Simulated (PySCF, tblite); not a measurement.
A set of runs on `C=CC[C@@H]1C[CH2][GaH2-][N+]1(C)C`; the geometry of each is named by its level. Settings lines and outputs come from a driver script.

C8H18GaN.
SMILES with atom numbers: `[CH2:1]=[CH:2][CH2:3][C@@H:4]1[CH2:5][CH2:6][GaH2-:7][N+:8]1([CH3:9])[CH3:10]` (hydrogens: H11, H12 on C1; H13 on C2; H14, H15 on C3; H16 on C4; H17, H18 on C5; H19, H20 on C6; H21, H22 on Ga7; H23, H24, H25 on C9; H26, H27, H28 on C10)

Step 1: GFN2-xTB geometry optimisation, gas phase (tblite 0.8.0) (from a force-field or distance-geometry start)
```json
{"job": {"kind": "relax", "xc": "GFN2-xTB", "basis": "xTB"}, "charge": 0, "multiplicity": 1}
```
```
step      E/eV     max force
  0    -826.22487    2.633
  1    -826.53258    2.069
  2    -826.70738    1.312
...
100    -827.10471    0.013
101    -827.10474    0.012
102    -827.10478    0.014
103    -827.10481    0.013
104    -827.10483    0.010
```

Energy lowered by 20.3 kcal/mol over 104 steps; largest atomic force 0.010 eV/Å at the end. «max force» is the largest atomic force in eV/Å.

On one thread, Arm Neoverse N1 (aarch64) (shared host), this took 2.0 s.

Step 2: GFN2-xTB harmonic vibrations, gas phase (tblite 0.8.0) (on the GFN2-xTB geometry)
```json
{"job": {"kind": "ir", "xc": "GFN2-xTB", "basis": "xTB"}, "charge": 0, "multiplicity": 1}
```
```
(table of modes left out)
```

78 modes from 39 to 3130 cm⁻¹ (unscaled, harmonic); zero-point energy 148.0 kcal/mol; all wavenumbers are real at this level.

On an Arm Neoverse N1 with one thread (shared host), this took 2.9 s.

Step 3: PBE0-D3(BJ)/def2-SVP geometry optimisation, gas phase (PySCF 2.14.0) (from the GFN2-xTB geometry)
```json
{"job": {"xc": "PBE0", "basis": "def2-SVP", "d3": "d3bj", "grid": 1, "shake": 0.01, "kind": "geom"}, "charge": 0, "multiplicity": 1}
```
```
step   0  E = -2294.06920028  max force = 0.032917
step   1  E = -2294.07551746  max force = 0.006253
step   2  E = -2294.07605789  max force = 0.001709
step   3  E = -2294.07612575  max force = 0.003179
step   4  E = -2294.07620911  max force = 0.001259
step   5  E = -2294.07623187  max force = 0.000986
step   6  E = -2294.07626377  max force = 0.000296
step   7  E = -2294.07629638  max force = 0.000382
step   8  E = -2294.07630480  max force = 0.000343
optimisation converged
```

Final energy -2294.07630 Eh after 8 steps; dipole 4.18 D. Energies in Eh; «max force» is the largest Cartesian gradient component in Eh/bohr.

On Arm Neoverse N1, one thread (shared host), this took 12 min of wall time and 1.1 GiB of memory at its peak.

Final geometry (PBE0-D3(BJ)/def2-SVP):
```
atom  x, y, z in Å
C1     3.7337   -0.5036   -0.0213
C2     2.6040   -0.4837   -0.7292
C3     1.2723   -0.9686   -0.2505
C4     0.2198    0.1463   -0.2388
C5     0.4408    1.1694    0.8737
C6    -0.5670    2.3136    0.7845
Ga7   -2.3018    1.4727    0.2395
N8    -1.1860   -0.3514   -0.1945
C9    -1.4256   -1.3143    0.8823
C10   -1.6184   -0.9106   -1.4734
H11    3.7567   -0.8928    1.0018
H12    4.6752   -0.1344   -0.4359
H13    2.6254   -0.0793   -1.7500
H14    1.3757   -1.4046    0.7563
H15    0.9363   -1.7808   -0.9199
H16    0.2882    0.6894   -1.1984
H17    0.3599    0.6546    1.8482
H18    1.4890    1.5084    0.8114
H19   -0.2483    3.0424    0.0210
H20   -0.6325    2.8569    1.7392
H21   -3.3125    0.9560    1.3467
H22   -2.8924    1.8218   -1.1913
H23   -1.0946   -0.9005    1.8430
H24   -2.5035   -1.5090    0.9581
H25   -0.9031   -2.2695    0.7001
H26   -1.0602   -1.8287   -1.7310
H27   -2.6875   -1.1592   -1.4214
H28   -1.4817   -0.1665   -2.2689
```

 (This holds for the electronic-property runs.)

One conformer stands for the species.
